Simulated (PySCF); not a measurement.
Compound: C4H12N2O2Si2.
Atom-mapped SMILES: `[CH3:1][C:2](=[O:3])[C@@H:4]1[O:5][CH2:6][Si@H:7]([NH2:8])[NH:9][SiH2:10]1`

Structure used (GFN2-xTB), in Å, numbered top down from 1:
```xyz
22
C4H12N2O2Si2 angstrom
C      3.0176   -0.2012    0.9849
C      2.4872    0.0106   -0.4048
O      3.1746   -0.0833   -1.4003
C      1.0256    0.2692   -0.4983
O      0.4586    0.6322    0.7485
C     -0.7435    1.3689    0.6382
Si    -2.1212    0.4724   -0.3405
N     -3.4124    0.0909    0.7335
N     -1.4496   -1.0313   -0.8860
Si     0.2294   -1.3861   -1.0667
H      2.4440   -0.9859    1.4719
H      2.8721    0.7110    1.5598
H      4.0719   -0.4622    0.9530
H      0.8436    1.0450   -1.2496
H     -0.5242    2.3461    0.1823
H     -1.0462    1.5538    1.6699
H     -2.4884    1.2753   -1.5235
H     -3.8126    0.8238    1.2954
H     -4.1420   -0.5200    0.4033
H     -2.0949   -1.7780   -1.0783
H      0.6332   -2.4459   -0.1376
H      0.5671   -1.6856   -2.4566
```

Definitions: NICS(0) = −σiso at the ring centroid; NICS(1) = −σiso and NICS(1)zz = −σzz at ±1 Å along the ring normal z. Level: GIAO PBE0/pcSseg-1 (PySCF, non-relativistic, gas phase) on the GFN2-xTB geometry, one conformer.

Ring bond lengths (Å), with Mayer bond orders in brackets: C4–O5 1.417 (0.87), O5–C6 1.414 (0.89), C6–Si7 1.913 (0.86), Si7–N9 1.735 (0.94), N9–Si10 1.726 (0.98), Si10–C4 1.923 (0.79).

Task: What do the NICS probes read (ppm)?

Result: 
```json
{"ring": "C4–O5–C6–Si7–N9–Si10", "type": "6-membered ring with N, O and 2 Si; formal bonds all single", "NICS(0)": "-2.1", "NICS(1), two faces": "-1.2 / -2.3", "NICS(1)zz, two faces": "4.0 / 1.8", "rms pucker (Å)": "0.27", "centre to ring atoms, mean (Å)": "1.62"}
```

Task: What do they say, and how far can they be read as aromaticity?

Result: 
- C4–O5–C6–Si7–N9–Si10: mean NICS(1)zz 2.9 ppm, near zero. C4, C6, Si7, Si10 have four or more neighbours; no verdict on aromaticity is drawn.

Task: What field does 1 T along the ring normal induce along that normal at the second NICS(1) probe listed for ring C4–O5–C6–Si7–N9–Si10, 1 Å off the ring?

Result: NICSzz × B0 = 1.8 ppm × 1 T = 2 μT, along the applied field.
